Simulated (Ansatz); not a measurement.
Stepwise reaction of `[SH][Ti]([SH])([Cl])[Cl]` with water, as a gas-phase model of exchange steps in deposition or etching. ΔE in kJ/mol; ΔG adds harmonic PBE0-D4 terms to CCSD(T)/CBS, at 1 bar.

Program: Ansatz. Geometries: PBE0-D4/def2-TZVP. ΔE: electronic, gas phase. CCSD(T)/CBS is the MP2 limit (def2-TZVPP, def2-QZVPP) plus CCSD(T) − MP2 in def2-TZVPP, frozen cores. This one scheme is used for every species. Functionals use def2-TZVPP. B3LYP here is the variant with VWN-RPA as its local correlation; programs differ in this. For Ti outer-core shells are correlated without core-valence functions, which leaves a few kJ/mol of doubt a bond. Scalar relativity is left out up to krypton. Each species was taken in one conformer, which may not be the lowest.

```csv
step,reaction,PBE-D4,B3LYP-D4,ωB97M-V,CCSD(T)/CBS,ΔG(600 K)
1,`[SH][Ti]([SH])([Cl])[Cl]` + H₂O → `[OH][Ti]([SH])([Cl])[Cl]` + H₂S,-31.6,-39.3,-44.9,-30.2,-42.3
```

(1) Give the row of step 2, `[OH][Ti]([SH])([Cl])[Cl]` + H₂O → `[OH][Ti]([OH])([Cl])[Cl]` + H₂S. (Best estimate.)

(2) By hand: ΔE of the 2 steps together at CCSD(T)/CBS.

Results:

(1) Ansatz gave: 
```json
{"step": "2", "reaction": "`[OH][Ti]([SH])([Cl])[Cl]` + H₂O → `[OH][Ti]([OH])([Cl])[Cl]` + H₂S", "PBE-D4": "-25.3", "B3LYP-D4": "-32.2", "ωB97M-V": "-36.8", "CCSD(T)/CBS": "-24.3", "ΔG(600 K)": "-35.2"}
```

(2) (-30.2) + (-24.3) = -54.5 kJ/mol, or -27.2 kJ/mol a step.

In ΔE each step is higher than the one before. All are downhill at CCSD(T)/CBS. ΔG lies between -42.3 and -35.2 kJ/mol a step. PBE-D4 differs from CCSD(T)/CBS by -1.4 to -1.0 kJ/mol a step. Isolated molecules leave out the surface, adducts and barriers. Largest T1 diagnostic: 0.027.
